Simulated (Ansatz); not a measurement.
# C2H3In (SMILES C#[C][InH2]): methods side by side

The species is C2H3In (6 atoms), meant as a singlet with charge 0. SMILES: `C#[C][InH2]`. Geometry: relaxed at PBE0-D4/def2-TZVP.

Each level gives the vertical electron affinity (to the doublet anion) (eV). The values are calculated.

The electron affinity is E(neutral) − E(anion): positive where the electron is bound.

```csv
level,kind,program,value (eV),CPU time (all runs)
SVWN5/def2-SVPD (core potential),LDA,Ansatz,0.62,10 s
revPBE/def2-SVPD (core potential),GGA,Ansatz,0.38,18 s
B3LYP/def2-SVPD (core potential),global hybrid,Ansatz,0.43,21 s
BHLYP/def2-SVPD (core potential),global hybrid,Ansatz,0.26,22 s
wB97X/def2-SVPD (core potential),range-separated hybrid,Ansatz,0.20,75 s
RPA@PBE/def2-SVPD (core potential),RPA,Ansatz,0.46,33 s
RPA@PBE0/def2-SVPD (core potential),RPA,Ansatz,0.36,37 s
CCSD/def2-SVPD (core potential),coupled cluster or CI,Ansatz,0.20,1.7 min
```

Spin-orbit coupling is left out. Where it was recorded, the anion's HOMO is positive in SVWN5/def2-SVPD, revPBE/def2-SVPD, B3LYP/def2-SVPD, BHLYP/def2-SVPD: a fault of the level (basis or self-interaction), which says nothing on whether the real anion is bound. The values span 0.20 to 0.62 eV. In the correlated wave-function rows the outer d shell of In is correlated, in sets not made for it. Times are those of the runs behind each value, whatever else they computed, on shared processors of several kinds: orders of magnitude only.
